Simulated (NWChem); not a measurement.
Species: AlH2O2F; SMILES [OH][Al]([OH])[F]

```xyz
6

Al    -0.0091     0.0332     0.0000
F     -1.6367     0.3100     0.0000
O      1.0347     1.3753     0.0000
H      1.9885     1.2256     0.0000
O      0.6119    -1.5533     0.0000
H      0.0155    -2.3120     0.0000
```
Atoms are numbered in this order, from 1.

Level: B3LYP/6-31G* (spherical d) (NWChem), optimised geometry, unscaled harmonic frequencies. B3LYP is NWChem's, with the RPA form of VWN correlation.

```tsv
frequency (cm⁻¹)	IR intensity (km/mol)
226	34.5
247	22.9
282	1.9
319	340.7
346	8.8
666	60.5
692	226.2
706	37.7
944	135.8
966	144.6
3835	73.7
3839	54.3
```

The zero-point energy is 18.7 kcal/mol and the thermal correction to the enthalpy at 298.15 K (with zero-point energy) comes out as 22.7 kcal/mol. The heat capacity Cv is 17.9 cal/(mol K) and the entropy at 298.15 K and 1 atm (symmetry number 1) comes out as 73.2 cal/(mol K). The dipole moment is 1.93 D.

Rigid rotor and harmonic oscillator.
